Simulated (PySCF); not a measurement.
Species: C6H11FSi.
Atom-mapped SMILES: `[CH3:1][SiH2:2][C:3]1=[CH:4][CH2:5][CH2:6][C@H:7]1[F:8]`

Probes without a nucleus sit at each ring's centroid and 1 Å off its mean plane on both sides; NICS is minus the shielding there, NICSzz its component along the normal. Level: GIAO PBE0/pcSseg-1 (PySCF, non-relativistic, gas phase) on the GFN2-xTB geometry, one conformer.

Ring bond lengths (Å), with Mayer bond orders in brackets: C3–C4 1.328 (1.84), C4–C5 1.498 (1.04), C5–C6 1.535 (1.03), C6–C7 1.534 (1.03), C7–C3 1.508 (0.99).

Question: Give the NICS values of each ring in ppm.

Answer: 
```
          ring                                                    type  NICS(0)  NICS(1), two faces  NICS(1)zz, two faces  rms pucker (Å)  centre to ring atoms, mean (Å)
C3–C4–C5–C6–C7  5-membered carbocycle; formal bonds 1 double, 4 single     -2.0         -3.3 / -4.2           -1.9 / -4.8            0.08                            1.26
```

Question: What can be read from them?

Answer: 
- C3–C4–C5–C6–C7: mean NICS(1)zz -3.3 ppm, shielded. C5, C6, C7 have four or more neighbours, and the NICS criterion for π rings isn't applied.

Question: At the first NICS(1) probe listed for ring C3–C4–C5–C6–C7, 1 Å off the ring, how large is the induced field along the normal in 11.7 T applied along it?

Answer: NICSzz × B0 = -1.9 ppm × 11.7 T = -22 μT, against the applied field.

Question: How shielded are the nuclei of the rings and their hydrogens (means over atoms taken as equivalent)?

Answer: 
```csv
atoms,environment,σ isotropic (ppm),"principal values of the symmetric part, first atom (ppm)"
C3,fully substituted alkene carbon,37.6,"-67.5, 33.8, 146.6"
C4,alkene CH carbon,32.0,"-80.9, 41.3, 135.5"
C5,allylic carbon,149.2,"125.5, 149.8, 172.4"
C6,ring CH2 carbon,151.6,"120.8, 158.4, 175.7"
C7,sp3 C–F carbon,78.9,"36.0, 79.8, 120.9"
H on C4,vinylic hydrogen,25.25,"23.0, 24.6, 28.1"
H on C5,methylene hydrogen,29.08,"24.8, 27.1, 35.4"
H on C5,methylene hydrogen,29.24,"25.0, 27.1, 35.6"
H on C6,methylene hydrogen,29.69,"25.5, 28.8, 34.8"
H on C6,methylene hydrogen,29.23,"24.9, 27.7, 35.0"
H on C7,methine hydrogen,25.63,"23.7, 25.9, 27.2"
```
